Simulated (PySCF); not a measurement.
# Ionisation energy of Cd by level of theory

Cd [Kr] 4d10 5s2 (1S) → Cd+ [Kr] 4d10 5s1 (2S), as a difference of total energies. Computed with PySCF 2.14 in def2-TZVP with the def2 core potential (28 electrons), with a scalar-relativistic core potential. Correlated levels: valence: 4s2 4p6 frozen. The calculations carry no spin-orbit coupling.

```json
{"method": "UHF", "ionisation energy (eV)": "7.338"}
{"method": "PBE", "ionisation energy (eV)": "9.109"}
{"method": "LDA", "ionisation energy (eV)": "9.486"}
{"method": "MP2 (valence)", "ionisation energy (eV)": "8.478"}
{"method": "SCS-MP2 (valence)", "ionisation energy (eV)": "8.481"}
```

**Question.** Estimate what CCSD (valence) gives.

**Answer.** 8.510 eV, closest to SCS-MP2 (valence) among the rows shown.

**Question.** Estimate what CCSD(T) (valence) gives.

**Answer.** 8.589 eV, closest to SCS-MP2 (valence) among the rows shown.

Errors of the correlated levels include the incompleteness of this basis and the frozen core.

For comparison: 8.994 eV (measured; NIST Atomic Spectra Database, ionization energies).
